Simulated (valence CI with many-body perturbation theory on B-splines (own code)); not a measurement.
# Lu⁴⁹⁺: E2, M1 decay

Level of theory: configuration interaction combined with many-body perturbation theory (CI+MBPT): four valence electrons over a frozen Dirac-Fock core [Ar], radial functions for each j: 9 s, 9 p, 10 d, 8 f, 5 g, 3 h, 1 i, with the one-electron correlation potential Σ1 (screened to all orders), the two-electron term Σ2, the three-electron term Σ3, Breit, model QED; selected single and double excitations, second order for the rest (own B-spline code, finite nucleus).

No measured spectrum was set against this ion. As an estimate, large intervals hold to a few tenths of a per cent, small ones and those within an open d or f shell to about a per cent. The list stops below the first excitations out of the core. Only levels of the ground parity were solved; by the run's estimate the other parity begins above the list, which can be wrong where configurations are misplaced.

Lines 1 to 50 of 100 in falling wavelength, among levels below 1833400 cm⁻¹, chosen from the decays that carry over 1 % of a level's rate. Wavelengths and rates use the calculated energies. Electric multipoles are in the length gauge, E1 and E2 with the static RPA response of the core. Weak lines are less certain than strong ones. Lines between different terms over intervals too small for the method are left out, as are lines whose strength nearly cancels. The highest levels of a list are the least certain. Branching is blank where the lifetime is uncertain.

Levels are named by their leading jj configuration (3d3/2^4 stands for four electrons in 3d with j = 3/2), which in mixed levels can hold well under half, so a name can repeat and another be missing. Letters in brackets count levels of one name in rising energy.

```tsv
λ vac (Å)	Upper	Lower	Type	A (s⁻¹)	Branch %
4531	(3d3/2^2 3d5/2^2) J=6	(3d3/2^2 3d5/2^2) J=5	M1	7.74e+01	
3698	(3d3/2^3 3d5/2) J=3	(3d3/2^3 3d5/2) J=2	M1	2.53e+02	
2130	(3d3/2^3 3d5/2) J=3	(3d3/2^3 3d5/2) J=4	M1	8.93e+02	
1057	(3d3/2^2 3d5/2^2) J=4 [b]	(3d3/2^2 3d5/2^2) J=3 [a]	M1	5.46e+03	1.5
893.1	(3d3/2^3 3d5/2) J=2	(3d3/2^3 3d5/2) J=1	M1	2.25e+04	98.6
743.0	(3d3/2^2 3d5/2^2) J=2 [d]	(3d3/2^2 3d5/2^2) J=2 [c]	M1	2.00e+04	11.3
720.4	(3d3/2^2 3d5/2^2) J=2 [b]	(3d3/2^2 3d5/2^2) J=2 [a]	M1	1.38e+04	2.5
661.7	(3d3/2 3d5/2^3) J=0	(3d3/2 3d5/2^3) J=1 [a]	M1	2.95e+04	1.6
656.8	(3d3/2^2 3d5/2^2) J=4 [c]	(3d3/2^2 3d5/2^2) J=3 [b]	M1	8.17e+03	1.2
433.8	(3d3/2^2 3d5/2^2) J=2 [d]	(3d3/2^2 3d5/2^2) J=2 [b]	M1	1.37e+04	7.7
405.9	(3d3/2^2 3d5/2^2) J=2 [d]	(3d3/2^2 3d5/2^2) J=3 [b]	M1	4.37e+03	2.5
383.6	(3d3/2^2 3d5/2^2) J=4 [c]	(3d3/2^2 3d5/2^2) J=4 [a]	M1	4.51e+04	6.5
376.4	(3d3/2 3d5/2^3) J=3 [b]	(3d3/2^2 3d5/2^2) J=2 [d]	M1	4.20e+04	1.6
368.1	(3d3/2 3d5/2^3) J=1 [b]	(3d3/2^2 3d5/2^2) J=0 [b]	M1	1.52e+05	4.7
366.0	(3d3/2^2 3d5/2^2) J=2 [d]	(3d3/2^2 3d5/2^2) J=1	M1	4.70e+03	2.7
360.7	(3d3/2 3d5/2^3) J=2 [b]	(3d3/2 3d5/2^3) J=3 [a]	M1	4.12e+04	1.8
294.6	(3d3/2^2 3d5/2^2) J=2 [d]	(3d3/2^2 3d5/2^2) J=3 [a]	M1	1.90e+04	10.7
285.6	(3d3/2^2 3d5/2^2) J=2 [a]	(3d3/2^3 3d5/2) J=3	M1	3.29e+04	1.0
274.2	(3d3/2^2 3d5/2^2) J=4 [a]	(3d3/2^3 3d5/2) J=3	M1	1.93e+05	10.7
270.8	(3d3/2^2 3d5/2^2) J=2 [d]	(3d3/2^2 3d5/2^2) J=2 [a]	M1	2.82e+03	1.6
268.9	(3d3/2 3d5/2^3) J=3 [a]	(3d3/2^2 3d5/2^2) J=2 [b]	M1	4.95e+04	1.1
265.1	(3d3/2^2 3d5/2^2) J=2 [a]	(3d3/2^3 3d5/2) J=2	M1	5.49e+05	17.4
263.1	(3d3/2 3d5/2^3) J=3 [c]	(3d3/2^2 3d5/2^2) J=2 [d]	M1	1.56e+05	7.0
263.1	(3d3/2^2 3d5/2^2) J=3 [a]	(3d3/2^3 3d5/2) J=3	M1	1.03e+06	58.1
260.4	(3d3/2 3d5/2^3) J=1 [b]	(3d3/2^2 3d5/2^2) J=2 [d]	M1	6.08e+05	18.7
259.8	(3d3/2 3d5/2^3) J=2 [a]	(3d3/2^2 3d5/2^2) J=2 [c]	M1	1.61e+05	4.4
259.3	(3d3/2^2 3d5/2^2) J=0 [b]	(3d3/2^2 3d5/2^2) J=1	M1	4.65e+05	44.0
259.0	(3d3/2 3d5/2^3) J=3 [a]	(3d3/2^2 3d5/2^2) J=4 [b]	M1	1.69e+05	3.8
249.8	(3d3/2 3d5/2^3) J=3 [b]	(3d3/2^2 3d5/2^2) J=2 [c]	M1	4.67e+04	1.8
245.6	(3d3/2^2 3d5/2^2) J=3 [a]	(3d3/2^3 3d5/2) J=2	M1	7.43e+05	41.7
243.3	(3d3/2 3d5/2^3) J=1 [a]	(3d3/2^2 3d5/2^2) J=2 [b]	M1	2.11e+05	3.8
242.9	(3d3/2^2 3d5/2^2) J=4 [a]	(3d3/2^3 3d5/2) J=4	M1	1.62e+06	89.3
240.9	(3d3/2^3 3d5/2) J=1	(3d3/2^4) J=0	M1	1.78e+06	100.0
238.9	(3d3/2 3d5/2^3) J=2 [b]	(3d3/2^2 3d5/2^2) J=2 [d]	M1	1.23e+05	5.3
232.3	(3d3/2 3d5/2^3) J=5	(3d3/2^2 3d5/2^2) J=4 [b]	M1	7.73e+05	35.3
226.6	(3d3/2 3d5/2^3) J=4 [a]	(3d3/2^2 3d5/2^2) J=5	M1	1.94e+05	4.9
220.4	(3d3/2 3d5/2^3) J=1 [a]	(3d3/2^2 3d5/2^2) J=1	M1	1.04e+06	18.4
219.1	(3d3/2^2 3d5/2^2) J=5	(3d3/2^3 3d5/2) J=4	M1	9.00e+05	99.9
212.4	(3d3/2 3d5/2^3) J=4 [a]	(3d3/2^2 3d5/2^2) J=3 [a]	M1	9.16e+05	23.0
211.4	(3d3/2^2 3d5/2^2) J=3 [b]	(3d3/2^3 3d5/2) J=3	M1	2.33e+05	18.5
211.3	(3d3/2^2 3d5/2^2) J=1	(3d3/2^3 3d5/2) J=2	M1	1.83e+06	98.5
211.1	(3d3/2 3d5/2^3) J=5	(3d3/2^2 3d5/2^2) J=6	M1	4.43e+05	20.2
210.9	(3d3/2 3d5/2^3) J=3 [c]	(3d3/2^2 3d5/2^2) J=4 [c]	M1	1.04e+06	46.8
210.7	(3d3/2^2 3d5/2^2) J=4 [b]	(3d3/2^3 3d5/2) J=3	M1	3.40e+05	95.9
209.0	(3d3/2^2 3d5/2^2) J=6	(3d3/2^3 3d5/2) J=4	E2	5.02e+01	
208.8	(3d3/2 3d5/2^3) J=6	(3d3/2^2 3d5/2^2) J=6	M1	8.56e+05	46.6
208.2	(3d3/2 3d5/2^3) J=4 [b]	(3d3/2^2 3d5/2^2) J=4 [c]	M1	6.89e+05	26.0
208.0	(3d3/2 3d5/2^3) J=3 [a]	(3d3/2^2 3d5/2^2) J=3 [a]	M1	1.61e+06	36.1
208.0	(3d3/2 3d5/2^3) J=2 [a]	(3d3/2^2 3d5/2^2) J=2 [b]	M1	8.82e+05	24.3
207.6	(3d3/2^2 3d5/2^2) J=0 [a]	(3d3/2^3 3d5/2) J=1	M1	4.56e+06	100.0
```
